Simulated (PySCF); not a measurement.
In(H)2(PH2) (H4InP), SMILES [PH2][InH2].

Geometry optimised at B3LYP-D3(BJ)/def2-TZVP. The def2 effective core potentials stand for the cores of In; spin–orbit coupling is left out.

Method: B3LYP-D3(BJ)/def2-TZVP (PySCF 2.14.0).

Frequencies are harmonic and unscaled.

| mode | ν (cm⁻¹) | IR (km/mol) | moving atoms (share of kinetic energy) |
|---|---|---|---|
| 1 | 181 | 3.9 | H 98 % |
| 2 | 293 | 16.3 | P 74 %, In 22 % |
| 3 | 307 | 35.8 | H 97 % |
| 4 | 425 | 63.1 | H 97 % |
| 5 | 578 | 124.2 | H 94 % |
| 6 | 595 | 161.6 | H 98 % |
| 7 | 641 | 3.7 | H 97 % |
| 8 | 1104 | 22.6 | H 97 % |
| 9 | 1776 | 186.5 | H 100 % |
| 10 | 1783 | 302.8 | H 99 % |
| 11 | 2381 | 33.6 | H 97 % |
| 12 | 2393 | 43.7 | H 97 % |
